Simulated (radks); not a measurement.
Polarisability of neutral lutetium, [Xe] 4f14 5d1 6s2, at imaginary frequency. Method: scalar-relativistic Kohn-Sham, LDA (Slater exchange, VWN5 correlation), spin-polarised, spherical densities, finite nucleus; open shells are filled with parallel spins first (spin-orbit coupling, left out, can overturn this in heavy ions); Fermi nuclear charge, rms radius 5.37 fm; computed with a radial shooting solver on a logarithmic mesh with Libxc functionals. Response by self-consistent Sternheimer equations with the Hartree and adiabatic LDA kernel, the relativistic mass of each level held fixed and spin-orbit coupling left out.

w (hartree)  alpha1(iw) (bohr^3)
0.00266                    133.4
0.0143                     123.9
0.0360                     105.3
0.0697                     87.77
0.118                      67.27
0.186                      46.16
0.280                      29.28
0.413                      17.95
0.605                      10.96
0.892                      6.712
1.35                       4.035
2.12                       2.257
3.59                       1.098
6.94                      0.4234
17.5                      0.1015

Static values: alpha1 = 133.8 bohr^3 (19.83 angstrom^3; uncoupled 279.6). C6 = 1552, triple-dipole C9 = 130100 atomic units. One-pole (London) frequency 4 C6 / (3 alpha1^2) = 0.116 hartree, against 0.077 for minus the highest occupied eigenvalue. Recommended static value: 137 bohr^3 (Schwerdtfeger and Nagle, 2023 table).
